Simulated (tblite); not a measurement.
Parent: `[CH3:1][CH2:2][CH2:3][CH2:4][SiH2:5][OH:6]` with C1–C2–C3–C4 180°, C2–C3–C4–Si5 178°, C3–C4–Si5–O6 61°, C4–Si5–O6–H -52°, C4H12OSi.

The geometries are computed with GFN2-xTB (gas phase). One conformer each, not checked by frequencies here.

```json
{"coordinate of the parent": "C1–C2", "value": "1.524 Å"}
{"coordinate of the parent": "C2–C3", "value": "1.528 Å"}
{"coordinate of the parent": "C3–C4", "value": "1.528 Å"}
{"coordinate of the parent": "C4–Si5", "value": "1.905 Å"}
{"coordinate of the parent": "Si5–O6", "value": "1.627 Å"}
{"coordinate of the parent": "C1–C2–C3", "value": "112.2°"}
{"coordinate of the parent": "C2–C3–C4", "value": "112.1°"}
{"coordinate of the parent": "C3–C4–Si5", "value": "113.9°"}
{"coordinate of the parent": "C4–Si5–O6", "value": "111.9°"}
```

Problem. How does the shared frame change in `[CH3:1][CH2:2][CH2:3][CH2:4][SiH2:5][SH:6]` with C1–C2–C3–C4 180°, C2–C3–C4–Si5 180°, C3–C4–Si5–S6 180°, C4–Si5–S6–H 180°, C4H12SSi? Atoms pair as C1 = C1, C2 = C2, C3 = C3, C4 = C4, Si5 = Si5 (parent first).

Solution. 
| parent | relative | value in the relative | change |
| --- | --- | --- | --- |
| C1–C2 | C1–C2 | 1.524 Å | 0.000 |
| C2–C3 | C2–C3 | 1.527 Å | -0.001 |
| C3–C4 | C3–C4 | 1.525 Å | -0.003 |
| C4–Si5 | C4–Si5 | 1.890 Å | -0.015 |
| C1–C2–C3 | C1–C2–C3 | 112.1° | -0.1 |
| C2–C3–C4 | C2–C3–C4 | 111.9° | -0.2 |
| C3–C4–Si5 | C3–C4–Si5 | 112.8° | -1.1 |

Of the parent's bonds, C4–Si5 changes most (-0.015 Å). Bonds of the relative outside the shared frame: Si5–S6 2.155 Å. Point group C1 → Cs.

Problem. How does the shared frame change in `[CH3:1][CH2:2][SiH2:3][CH2:4][CH2:5][SiH2:6][OH:7]` with C1–C2–Si3–C4 -178°, C2–Si3–C4–C5 -42°, Si3–C4–C5–Si6 -66°, C4–C5–Si6–O7 75°, C5–Si6–O7–H -57°, C4H14OSi2? Atoms pair as C3 = C4, C4 = C5, Si5 = Si6, O6 = O7 (parent first).

Solution. 
```json
{"parent": "C3–C4", "relative": "C4–C5", "value in the relative": "1.533 Å", "change": "+0.005"}
{"parent": "C4–Si5", "relative": "C5–Si6", "value in the relative": "1.905 Å", "change": "0.000"}
{"parent": "Si5–O6", "relative": "Si6–O7", "value in the relative": "1.626 Å", "change": "-0.001"}
{"parent": "C3–C4–Si5", "relative": "C4–C5–Si6", "value in the relative": "115.7°", "change": "+1.8"}
{"parent": "C4–Si5–O6", "relative": "C5–Si6–O7", "value in the relative": "112.9°", "change": "+1.0"}
```

Of the parent's bonds, C3–C4 changes most (+0.005 Å). Bonds of the relative outside the shared frame: C1–C2 1.525, C2–Si3 1.904, Si3–C4 1.903 Å. Point group C1 → C1.

Problem. How does the shared frame change in `[N:1]#[C:2][CH2:3][CH2:4][CH2:5][CH2:6][SiH2:7][OH:8]` with C2–C3–C4–C5 179°, C3–C4–C5–C6 -178°, C4–C5–C6–Si7 180°, C5–C6–Si7–O8 59°, C6–Si7–O8–H 59°, C5H11NOSi? Atoms pair as C1 = C3, C2 = C4, C3 = C5, C4 = C6, Si5 = Si7, O6 = O8 (parent first).

Solution. 
```json
{"parent": "C1–C2", "relative": "C3–C4", "value in the relative": "1.534 Å", "change": "+0.010"}
{"parent": "C2–C3", "relative": "C4–C5", "value in the relative": "1.528 Å", "change": "0.000"}
{"parent": "C3–C4", "relative": "C5–C6", "value in the relative": "1.526 Å", "change": "-0.002"}
{"parent": "C4–Si5", "relative": "C6–Si7", "value in the relative": "1.907 Å", "change": "+0.002"}
{"parent": "Si5–O6", "relative": "Si7–O8", "value in the relative": "1.626 Å", "change": "-0.001"}
{"parent": "C1–C2–C3", "relative": "C3–C4–C5", "value in the relative": "111.3°", "change": "-0.9"}
{"parent": "C2–C3–C4", "relative": "C4–C5–C6", "value in the relative": "112.1°", "change": "0.0"}
{"parent": "C3–C4–Si5", "relative": "C5–C6–Si7", "value in the relative": "113.0°", "change": "-0.9"}
{"parent": "C4–Si5–O6", "relative": "C6–Si7–O8", "value in the relative": "111.5°", "change": "-0.4"}
```

Of the parent's bonds, C1–C2 changes most (+0.010 Å). Bonds of the relative outside the shared frame: N1≡C2 1.143, C2–C3 1.439 Å. Point group C1 → C1.

Problem. How does the shared frame change in `[O:1]=[CH:2][CH2:3][CH2:4][CH2:5][SiH2:6][OH:7]` with O1–C2–C3–C4 8°, C2–C3–C4–C5 73°, C3–C4–C5–Si6 -168°, C4–C5–Si6–O7 54°, C5–Si6–O7–H 41°, C4H10O2Si? Atoms pair as C1 = C2, C2 = C3, C3 = C4, C4 = C5, Si5 = Si6, O6 = O7 (parent first).

Solution. 
| parent | relative | value in the relative | change |
| --- | --- | --- | --- |
| C1–C2 | C2–C3 | 1.500 Å | -0.024 |
| C2–C3 | C3–C4 | 1.528 Å | 0.000 |
| C3–C4 | C4–C5 | 1.527 Å | -0.001 |
| C4–Si5 | C5–Si6 | 1.904 Å | -0.001 |
| Si5–O6 | Si6–O7 | 1.624 Å | -0.003 |
| C1–C2–C3 | C2–C3–C4 | 112.9° | +0.7 |
| C2–C3–C4 | C3–C4–C5 | 111.9° | -0.2 |
| C3–C4–Si5 | C4–C5–Si6 | 112.6° | -1.3 |
| C4–Si5–O6 | C5–Si6–O7 | 110.4° | -1.5 |

Of the parent's bonds, C1–C2 changes most (-0.024 Å). Bonds of the relative outside the shared frame: O1=C2 1.199 Å. Point group C1 → C1.
